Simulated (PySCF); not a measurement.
## How the method changes the constants of SnAs

State: ²Π (doublet), unpaired electrons π ↑. Set-up: basis Sn cc-pVDZ-PP with ECP28, As cc-pVDZ-PP with ECP10; scalar-relativistic core potentials; PySCF 2.14. De refers to Sn + As in their high-spin ground configurations, without counterpoise correction. The functionals are run spin-unrestricted. A positive dipole means Sn(−)As(+). Levels whose curve was spin-contaminated or gave no clean fit are not listed.

```json
{"Level": "PBE", "Re (Å)": "2.480", "ωe (cm⁻¹)": "272", "De (eV)": "2.87", "μ (D)": "-1.54"}
{"Level": "BLYP", "Re (Å)": "2.506", "ωe (cm⁻¹)": "261", "De (eV)": "2.91", "μ (D)": "-1.48"}
{"Level": "BP86", "Re (Å)": "2.482", "ωe (cm⁻¹)": "271", "De (eV)": "2.94", "μ (D)": "-1.52"}
{"Level": "r²SCAN", "Re (Å)": "2.452", "ωe (cm⁻¹)": "282", "De (eV)": "2.60", "μ (D)": "-1.67"}
{"Level": "PBE0", "Re (Å)": "2.444", "ωe (cm⁻¹)": "287", "De (eV)": "2.50", "μ (D)": "-1.76"}
{"Level": "r²SCAN0", "Re (Å)": "2.435", "ωe (cm⁻¹)": "275", "De (eV)": "2.33", "μ (D)": "-1.78"}
{"Level": "CAM-B3LYP", "Re (Å)": "2.427", "ωe (cm⁻¹)": "291", "De (eV)": "2.45", "μ (D)": "-1.76"}
```

What does a quarter of exact exchange do here, going from PBE to PBE0?

PBE0 less PBE: -3.6 pm in Re, +5.5 % in ωe, -0.37 eV in De. Exact exchange removes part of the self-interaction that spreads semilocal densities, and in most molecules shortens and stiffens the bond and lowers De; so it does here.

What does the step from GGA to meta-GGA do here, going from PBE to r²SCAN?

r²SCAN less PBE: -2.8 pm in Re, +3.7 % in ωe, -0.27 eV in De. 

These are scalar-relativistic numbers at best; spin–orbit coupling would shift them, the dissociation energy most. The state was picked by a PBE0 search and need not be the measured ground state.

The whole job (state search and all levels along the bond) took about 3.1 min on 1 thread of Arm Neoverse V1 (shared host), peak memory 0.54 GiB.
